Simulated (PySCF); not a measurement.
[Dy(PH3)]3+ at several levels of theory

Computed with PySCF 2.14.0 (density fitting, no spin-orbit coupling) at the geometry relaxed with PBE0:

```xyz
5
[Dy(PH3)]3+ (singlet in the valence; each metal's 4f electrons, 9 of them, lie in its core potential, out of spins and levels)
Dy    0.0000    0.0000   -0.3809
P     0.0000    0.0000    2.5180
H     1.3309    0.0000    3.0353
H    -0.6655    1.1526    3.0353
H    -0.6655   -1.1526    3.0353
```

| level | basis | state | HOMO (eV) | gap (eV) | charge on Dy1 (e) | population of f-type functions on Dy1 (polarisation alone where 4f lies in the core) | dipole about the centre of mass (D) | largest force component (eV/Å) |
| --- | --- | --- | --- | --- | --- | --- | --- | --- |
| PBE0 | Dy lcecp-1-SVP with ECP55, P def2-SVP, H def2-SVP | singlet | -24.34 | 4.71 | 2.28 | 0.00 | 3.17 | 0.02 |
| TPSSh | the same | singlet | -23.81 | 3.73 | 2.29 | 0.00 | 3.15 | 0.18 |
| PBE0 | Dy lcecp-1-TZVP with ECP55, P def2-TZVP, H def2-TZVP | singlet | -24.23 | 4.65 | 2.33 | 0.01 | 3.32 | 0.17 |

In the lcecp rows the 4f levels are missing from HOMO and gap, and the state counts the valence alone.

Charges are Mulliken's, which hang on the basis. The relaxation used the grid (50, 194), these runs (75, 302) or, all-electron (x2c bases, spin-free X2C Hamiltonian), (99, 590).

What does M06-L with Dy lcecp-1-SVP with ECP55, P def2-SVP, H def2-SVP give here?

state singlet, HOMO (eV) -23.46, gap (eV) 3.35, charge on Dy1 (e) 2.35, population of f-type functions on Dy1 (polarisation alone where 4f lies in the core) 0.00, dipole about the centre of mass (D) 2.89, largest force component (eV/Å) 0.12. Time: 2.7 s on 2 threads of Intel(R) Xeon(R) 6975P-C (Granite Rapids), on a shared host, from an already converged density.

In the first row's basis the gap widens with exact exchange: 3.4 eV for M06-L (none); 3.7 to 4.7 eV for TPSSh, PBE0 (a fixed share).

An lcecp potential fixes the number of 4f electrons, so in runs with it no electron can move into or out of that shell.
